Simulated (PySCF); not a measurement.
This PySCF input asks for the NMR shieldings of `FB(C(C)C)N`, C₃H₉BFN; the geometry comes from GFN2-xTB.

```python
import basis_set_exchange as bse
import numpy as np
from pyscf import gto, dft
from pyscf.prop import nmr

atoms = """
C    -0.687052    1.492062   -0.051473
C    -0.062055    0.137073   -0.413389
C    -1.160328   -0.818604   -0.898116
B     0.716546   -0.472024    0.845093
N     2.089611   -0.655345    0.892082
F     0.029304   -0.825749    1.940770
H    -1.360401    1.379362    0.795000
H     0.084016    2.211387    0.216860
H    -1.252941    1.889149   -0.892644
H     0.631326    0.301292   -1.245763
H    -1.683768   -0.398016   -1.755388
H    -1.881954   -0.992090   -0.103424
H    -0.735291   -1.777165   -1.188923
H     2.556498   -1.033276    1.699441
H     2.712076   -0.430067    0.137961
"""
names = dict.fromkeys(["C", "B", "N", "F", "H"], "pcSseg-1")
basis = {el: gto.basis.parse(bse.get_basis(n, elements=[el], fmt="nwchem")) for el, n in names.items()}
mol = gto.M(atom=atoms, basis=basis, charge=0, verbose=0)
mf = dft.RKS(mol, xc="PBE0")
mf.grids.level = 2
mf.grids.alignment = dft.numint.BLKSIZE   # the property module wants whole blocks of grid points
mf.conv_tol = 1e-9
mf.kernel()

calc = nmr.RKS(mf)   # GIAO
C = mf.mo_coeff
Co = C[:, mf.mo_occ > 0]
resp = mf.gen_response(singlet=True, hermi=2)
def vind(x):   # induced exchange potential for any number of trial vectors
    d = np.einsum("pi,xij,qj->xpq", C, 2 * x.reshape(-1, C.shape[1], Co.shape[1]), Co, optimize=True)
    return np.einsum("xpq,pi,qj->xij", resp(d - d.transpose(0, 2, 1)), C, Co, optimize=True).ravel()
mo1, _ = nmr.rhf.solve_mo1(calc, with_cphf=vind)
sigma = calc.kernel(mo1)
for i, s in enumerate(sigma):   # ppm
    print("%2d %-2s %9.2f" % (i, mol.atom_pure_symbol(i), np.trace(s) / 3))
```

Problem. Give the expected output.

Solution. 
```
 0 C     166.37
 1 C     167.05
 2 C     166.79
 3 B      68.35
 4 N     186.87
 5 F     300.72
 6 H      30.64
 7 H      30.61
 8 H      30.77
 9 H      30.92
10 H      30.78
11 H      30.63
12 H      30.62
13 H      28.67
14 H      28.79
```

These numbers come from an equivalent density-fitted implementation of the same equations, which agrees with the script to about 0.01 ppm for H and up to a few tenths of a ppm for heavy atoms, so last digits may differ.

Size and cost of the density-fitted run: 147 basis functions, 14 s wall time on 1 thread of an Arm Neoverse V2, shared host; peak memory 0.71 GiB.
